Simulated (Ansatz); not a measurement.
C₄H₄N (SMILES c1cc[n-]c1), charge -1, singlet, at a GFN2-xTB geometry (a gas-phase anion, which may not be bound at this level); Ansatz (a quantum-chemistry and plane-wave program) with BCCD(T)/6-31G.

The Ansatz input:
Ansatz 0.2 input:
```yaml
crystal:
  periodic: [false, false, false]
  atoms:
    - {symbol: N, position_ang: [0.00135108, 0.00173308, 1.21751097]}
    - {symbol: C, position_ang: [-0.01500549, 1.06923896, 0.39319322]}
    - {symbol: C, position_ang: [0.01588149, -1.06811529, 0.39620139]}
    - {symbol: C, position_ang: [-0.01118107, 0.70029452, -0.93977087]}
    - {symbol: C, position_ang: [0.00909751, -0.70296717, -0.93779588]}
    - {symbol: H, position_ang: [-0.02908580, 2.07570398, 0.80242499]}
    - {symbol: H, position_ang: [0.03087320, -2.07341123, 0.80826457]}
    - {symbol: H, position_ang: [-0.02164288, 1.35671867, -1.80402983]}
    - {symbol: H, position_ang: [0.01764323, -1.36184916, -1.80020364]}
basis:
  gaussian:
    orbitals: 6-31G
total_charge: -1
magnetization: {spin_polarized: false}
correlation: {method: bccd_t}
```

What the program printed (banner, timings and long lists left out):

```
Functional definition: HF
768 factors; integrals over basis functions are off by at most 2.4e-4 eV
mean field evaluation 1: about -5661.2719 eV, gradient 2.2e1 eV
mean field evaluation 2: about -5661.2855 eV, gradient 2.2e1 eV
mean field evaluation 4: about -5662.9878 eV, gradient 3.8e0 eV
mean field evaluation 8: about -5663.0276 eV, gradient 1.3e-4 eV
mean field evaluation 16: about -5662.9741 eV, gradient 3.8e0 eV
mean field -5663.02733212 eV, -208.1124159176 hartree, gradient 2.1e-6 eV, S^2 0.000000; 0 other end points of the search recorded, 0 dependent functions left out
5 core orbitals not correlated
reference -5663.02733212 eV, -208.1124159176 hartree; 13, 13 occupied and 35, 35 virtual orbitals, 768 factors
second order -12.55348282 eV of doubles, -0.00000000 eV of singles
cycle   1  -12.75980085 eV  change   -2.1e-1 eV  update   9.2e-2
cycle   2  -13.14762196 eV  change   -3.9e-1 eV  update   2.9e-2
cycle   3  -13.24281336 eV  change   -9.5e-2 eV  update   1.3e-2
cycle   4  -13.24818089 eV  change   -5.4e-3 eV  update   3.7e-3
cycle   5  -13.24973292 eV  change   -1.6e-3 eV  update   1.3e-3
cycle   6  -13.24999759 eV  change   -2.6e-4 eV  update   3.5e-4
cycle   7  -13.24987465 eV  change    1.2e-4 eV  update   9.9e-5
cycle   8  -13.24988547 eV  change   -1.1e-5 eV  update   3.9e-5
cycle   9  -13.24988943 eV  change   -4.0e-6 eV  update   1.3e-5
perturbative correction -0.50931055 eV, -0.0187168174 hartree
Total energy: -5676.78653210 eV, -208.6180571904 hartree
```
